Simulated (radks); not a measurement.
The numbers below are computed, except where a source is named.
All-electron atom: the cobalt ion Co8+ in [Ar] 3d1 (the NIST ground configuration). Level of theory: non-relativistic Kohn-Sham, LB94 model potential, spin-unpolarised, spherical densities, point nucleus (a radial shooting solver on a logarithmic mesh with Libxc functionals).

Radial electron density D(r) = 4 pi r^2 rho(r):

r (bohr)  D(r) (e/bohr)
0.005839          4.191
0.007364          6.140
0.009213          8.700
0.01162           12.16
0.01454           16.27
0.01833           21.13
0.02312           26.06
0.02892           30.06
0.03648           32.40
0.04563           32.22
0.05755           29.79
0.07258           26.86
0.0908            26.13
0.1145            29.16
0.1433            34.18
0.1807            36.71
0.2278            32.23
0.285             22.55
0.3595            14.02
0.4497            12.30
0.5672            14.53
0.7153            14.08
0.8948            9.364
1.128             3.878
1.412            0.9908
1.78             0.1283
2.245          0.007760

D(r) has 3 maxima, at r = 0.0402, 0.178, 0.624 bohr, and minima at 0.0859, 0.425 bohr, inside which lie 2.12, 10.53 electrons.
